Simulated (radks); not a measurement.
Question: Pr55+, 4 electrons, occupied as [He] 2s2. Calculated with a radial shooting solver on a logarithmic mesh with Libxc functionals: scalar-relativistic Kohn-Sham, PBE, spin-polarised, spherical densities, finite nucleus; Fermi nuclear charge, rms radius 4.8919 fm. Some entries of the table are withheld. Estimate them.

orbital  occ.  eigenvalue (hartree)  r(max) (bohr)
1s          2                   (1)        0.01539
2s          2             -425.1544        0.08440
2p          0             -405.0971            (2)
3s          0                   (3)            (4)

Answer: 
(1) 1s eigenvalue (hartree): -1749.961
(2) 2p r(max) (bohr): 0.06714
(3) 3s eigenvalue (hartree): -183.0371
(4) 3s r(max) (bohr): 0.2171
